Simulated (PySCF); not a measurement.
**Correlation energy of Tm³⁺ (thulium, charge +3)**

[Xe] 4f12, one real determinant. Computed with PySCF 2.14 in cc-pVDZ-X2C (8s7p5d3f1g, 84 functions), with the spin-free X2C one-electron Hamiltonian (Gaussian nucleus). Frozen: [Kr] 4d10; 20 electrons correlated.

```csv
level,correlation energy (mhartree)
CCSD,-686.12
(T),-18.59
CCSD(T),-704.71
```

Diagnostics: T1 = 0.0076, D1 = 0.0142, largest double amplitude 0.054.

The real determinant used has ⟨L²⟩ near 24 against 30 for a pure H term, so it mixes terms. Spin-orbit coupling, absent here, splits the open shell strongly.

Cost of the coupled-cluster step: about 29 core-seconds, for 20 correlated electrons.

Iterations:

```
CC2 = 0
CCSD nocc = (np.int64(11), np.int64(9)), nmo = (61, 61)
frozen orbitals [[0, 1, 2, 3, 4, 5, 6, 7, 8, 9, 10, 11, 12, 13, 14, 15, 16, 17, 18, 19, 20, 21, 22], [0, 1, 2, 3, 4, 5, 6, 7, 8, 9, 10, 11, 12, 13, 14, 15, 16, 17, 18, 19, 20, 21, 22]]
max_cycle = 100
direct = 0
conv_tol = 1e-08
conv_tol_normt = 1e-06
diis_space = 8
diis_start_cycle = 0
Init t2, MP2 energy = -0.778268541928329
Init E_corr(UCCSD) = -0.778268541938385
cycle = 1  E_corr(UCCSD) = -0.648173768567505  dE = 0.130094773  norm(t1,t2) = 0.0969815
cycle = 2  E_corr(UCCSD) = -0.694503528828121  dE = -0.0463297603  norm(t1,t2) = 0.0401524
cycle = 3  E_corr(UCCSD) = -0.685372002173731  dE = 0.00913152665  norm(t1,t2) = 0.0219646
cycle = 4  E_corr(UCCSD) = -0.684754538194963  dE = 0.000617463979  norm(t1,t2) = 0.00499852
cycle = 5  E_corr(UCCSD) = -0.685556729843436  dE = -0.000802191648  norm(t1,t2) = 0.00414401
cycle = 6  E_corr(UCCSD) = -0.685992907233711  dE = -0.00043617739  norm(t1,t2) = 0.00355936
cycle = 7  E_corr(UCCSD) = -0.68584834913887  dE = 0.000144558095  norm(t1,t2) = 0.00215673
cycle = 8  E_corr(UCCSD) = -0.686119694217175  dE = -0.000271345078  norm(t1,t2) = 0.000767497
cycle = 9  E_corr(UCCSD) = -0.686134725990668  dE = -1.50317735e-05  norm(t1,t2) = 0.000182206
cycle = 10  E_corr(UCCSD) = -0.686118601732137  dE = 1.61242585e-05  norm(t1,t2) = 6.87037e-05
cycle = 11  E_corr(UCCSD) = -0.686121583339585  dE = -2.98160745e-06  norm(t1,t2) = 2.80852e-05
cycle = 12  E_corr(UCCSD) = -0.686121832501972  dE = -2.49162387e-07  norm(t1,t2) = 8.59995e-06
cycle = 13  E_corr(UCCSD) = -0.686121439882248  dE = 3.92619724e-07  norm(t1,t2) = 3.59384e-06
cycle = 14  E_corr(UCCSD) = -0.686121957302461  dE = -5.17420213e-07  norm(t1,t2) = 1.23164e-06
cycle = 15  E_corr(UCCSD) = -0.686121855213581  dE = 1.0208888e-07  norm(t1,t2) = 5.11343e-07
cycle = 16  E_corr(UCCSD) = -0.686121851886858  dE = 3.32672312e-09  norm(t1,t2) = 1.98206e-07
UCCSD converged
E(UCCSD) = -13561.51942522722  E_corr = -0.6861218518868584
UCCSD(T) correction = -0.0185877131538599
```

The reference is one real determinant that mixes LS terms of this configuration.
